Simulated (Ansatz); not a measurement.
System: sum formula SiNHF₃, charge 0, multiplicity 2. It need not be the lowest isomer of its formula. 
Geometry from a B3LYP-D3(BJ)/def2-TZVP (Ansatz, a quantum-chemistry and plane-wave program) optimisation:
SMILES: [NH][Si](F)(F)F
```xyz
6

N      1.5498     0.3290    -0.7276
Si     0.0119     0.0097    -0.0115
F     -0.5048    -1.4378    -0.3748
F      0.0657     0.1545     1.5602
F     -1.0404     1.0457    -0.5537
H      2.2995    -0.2995    -0.4315
```
Charge 0, spin multiplicity 2.

Basis-set convergence of Hartree-Fock and CCSD(T) correlation energies (hartree) with Ansatz. Cores are frozen in the correlated levels unless marked. Open shells are spin-unrestricted. Spin-orbit coupling is left out. No relativistic terms.

```csv
basis,functions,E(HF),"E(corr, CCSD(T))"
cc-pV(D+d)Z,84,-642.47354,-0.81121
cc-pV(T+d)Z,173,-642.64023,-1.07158
cc-pV(Q+d)Z,314,-642.67824,-1.16419
```

Extrapolating the two largest sets (X = 3 and 4) as X^-3: E(corr) = (64·(-1.16419) - 27·(-1.07158))/37 = -1.2318 Eh, an estimate of the basis-set limit. The largest set recovers 94.5 % of it, the smallest 65.9 %.
